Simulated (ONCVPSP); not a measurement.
**Varying the ONCV potential for nickel (Ni)**

Base potential:

nickel, optimised norm-conserving Vanderbilt (ONCV), made with ONCVPSP 4.0.1 (LDA (Perdew-Zunger), non-relativistic). Core [Ne] 3s2, reference 3p6 3d8 4s1 (charge +1). Waves: 4s: rc 1.70 bohr, ncon 4, nbas 7, qcut 4 1/bohr, 2 projectors, debl 3.8 Ha; 3p: rc 1.10 bohr, ncon 4, nbas 7, qcut 11.8 1/bohr, 2 projectors, debl 1.3 Ha; 3d: rc 1.15 bohr, ncon 3, nbas 8, qcut 11.2 1/bohr, 1 projector; f scattering state at 0.39 Ha: rc 1.40 bohr, ncon 4, nbas 7, qcut 7.7 1/bohr, 2 projectors, debl 0.5 Ha. Local part: polynomial inside 0.90 bohr (lpopt 4, dvloc0 2 Ha). Core correction: Teter function, fcfact 5, rcfact 1.25.

In the p channel the program set the typed energies aside and used -2.929, 0.250 Ha.

Cutoffs, loose and tight: the cutoffs (Ha) at which the residual kinetic energy of the hardest occupied pseudo-wave falls to 1 and 0.1 mHa per electron. They do not see the model core or the augmentation charge, which bear on the density cutoff. Test errors are all-electron minus pseudo excitation energies from the reference, over the configurations 3p6 3d8 4s2; 3p6 3d8 4s0; 3p6 3d7 4s0; 3p6 3d9 4s0. A dash means not determined; rows that change the core or the reference have their own tests.

A true bound ghost makes a file unfit for plane-wave use even where its test errors are small: the radial tests pick states by their node count and pass the ghost by.

```tsv
change	outcome	cutoff, loose	cutoff, tight	bound ghosts	GHOST(+) flags above zero	largest test error (meV)
base	generated, projector energies reset by the program	57 Ha	79 Ha	s	f	-52
core correction Teter function, fcfact 5, rcfact 0.98	generated, projector energies reset by the program	57 Ha	79 Ha	s	f	-52
core correction Teter function, fcfact 5, rcfact 1.06	generated, projector energies reset by the program	57 Ha	79 Ha	s	f	-52
core correction Teter function, fcfact 5, rcfact 1.16	generated, projector energies reset by the program	57 Ha	79 Ha	s	f	-52
core correction Teter function, fcfact 5, rcfact 1.32	generated, projector energies reset by the program	57 Ha	79 Ha	s	f	-52
core correction Teter function, fcfact 5, rcfact 1.46	generated, projector energies reset by the program	57 Ha	79 Ha	s	f	-53
core correction Teter function, fcfact 5, rcfact 1.56	generated, projector energies reset by the program	57 Ha	79 Ha	s	f	-53
core correction Teter function, fcfact 5, rcfact 1.66	generated, projector energies reset by the program	57 Ha	79 Ha	s	f	-53
core correction Teter function, fcfact 5, rcfact 1.84	generated, projector energies reset by the program	57 Ha	79 Ha	s	f	-54
core correction Teter function, fcfact 5, rcfact 1.94	generated, projector energies reset by the program	57 Ha	79 Ha	s	f	-54
core correction Teter function, fcfact 5, rcfact 2.06	generated, projector energies reset by the program	57 Ha	79 Ha	s	f	-56
```

Reading the sweep of the rcfact (base included, trends over the rows without a ghost): Bound ghosts are found at 0.98, 1.06, 1.16, 1.25, 1.32, 1.46, 1.56, 1.66, 1.84, 1.94, 2.06. Every judged row has one, so this setting neither creates nor removes them.
